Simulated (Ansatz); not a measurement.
A ladder of methods for InH2Cl (SMILES [H][In]([H])[Cl])

InH2Cl has 4 atoms, charge 0, and is taken as a singlet. SMILES: `[H][In]([H])[Cl]`. Geometry: a GFN2-xTB relaxation, a rough one for these elements and not checked as a minimum.

| atom | x (Å) | y (Å) | z (Å) |
| --- | --- | --- | --- |
| In | 0.0702 | 0.1178 | -0.0004 |
| H | 1.7830 | 0.1014 | 0.0114 |
| H | -0.7551 | 1.6185 | -0.0199 |
| Cl | -1.0981 | -1.8377 | 0.0089 |

Each level gives the energy change with the In1–H2 bond stretched from 1.713 to 4.282 Å (eV). The values are calculated.

```json
{"level": "HF/STO-3G (restricted)", "kind": "Hartree–Fock", "program": "Ansatz", "value (eV)": "9.27", "less FCI/STO-3G": "+4.94"}
{"level": "r2SCAN/STO-3G (restricted)", "kind": "meta-GGA", "program": "Ansatz", "value (eV)": "6.64", "less FCI/STO-3G": "+2.31"}
{"level": "BHLYP/STO-3G (restricted)", "kind": "global hybrid", "program": "Ansatz", "value (eV)": "7.86", "less FCI/STO-3G": "+3.53"}
{"level": "CCSD(T)/STO-3G (restricted)", "kind": "coupled cluster or CI", "program": "Ansatz", "value (eV)": "4.28", "less FCI/STO-3G": "-0.05"}
{"level": "CCSD/STO-3G (restricted)", "kind": "coupled cluster or CI", "program": "Ansatz", "value (eV)": "4.48", "less FCI/STO-3G": "+0.15"}
{"level": "CCSDT(Q)/STO-3G (restricted)", "kind": "coupled cluster or CI", "program": "Ansatz", "value (eV)": "4.34", "less FCI/STO-3G": "+0.01"}
{"level": "CCSDTQ/STO-3G (restricted)", "kind": "coupled cluster or CI", "program": "Ansatz", "value (eV)": "4.33", "less FCI/STO-3G": "0.00"}
{"level": "FCI/STO-3G", "kind": "exact in the basis", "program": "Ansatz", "value (eV)": "4.33", "less FCI/STO-3G": "0.00"}
```

FCI/STO-3G is exact within its basis and frozen core, so for wave-function methods in that basis the difference is their error; functionals converge differently with the basis, so for them it is only a difference. A spin-restricted reference rises too steeply as a bond breaks; here HF/STO-3G, r2SCAN/STO-3G, BHLYP/STO-3G lie well above the multireference or unrestricted value. All-electron rows without a relativistic Hamiltonian named are non-relativistic. The first shape isn't each level's own minimum. The values span 4.28 to 9.27 eV. All rows use very small basis sets, so none should be taken for the real molecule's value. In the correlated wave-function rows the outer d shell of In is correlated, in sets not made for it.
